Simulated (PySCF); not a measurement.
Ge(OH)3(OMe) (CH₆GeO₄), SMILES C[O][Ge]([OH])([OH])[OH].

Geometry: B3LYP-D3(BJ)/def2-SVP. The values are those of a single conformer.

Two levels are set side by side: TDA-PBE/def2-SVPD (PySCF) and TDA-M06-2X/def2-SVPD (PySCF). Vertical, same geometry. The lowest singlet is HOMO→LUMO 99 % with PBE and HOMO→LUMO 82 % with the other functional; states are paired by order. Differences are taken from unrounded values.

| quantity | TDA-PBE |
|---|---|
| lowest singlet excitation (eV) | 5.30 |
| lowest triplet excitation (TDA) (eV) | 5.11 |
| first bright state (f over 0.05) (eV) | 6.74 |
| its oscillator strength | 0.06 |

### Question
These are the TDA-PBE values. What does TDA-M06-2X give? (The exact figures need the calculation; the answer reports its results.)

### Answer

```
quantity                               TDA-M06-2X  TDA-PBE minus TDA-M06-2X
-------------------------------------  ----------  ------------------------
lowest singlet excitation (eV)               7.25                     -1.95
lowest triplet excitation (TDA) (eV)         6.94                     -1.83
first bright state (f over 0.05) (eV)        8.44                     -1.70
its oscillator strength                      0.10                     -0.03
```

Functionals without exact exchange tend to place singlet excitations lower, as here. Differences between two approximate levels are no errors against the true value.

Rough cost on one machine, each run with all the roots and properties that it gave: TDA-M06-2X against TDA-PBE about 10 times.
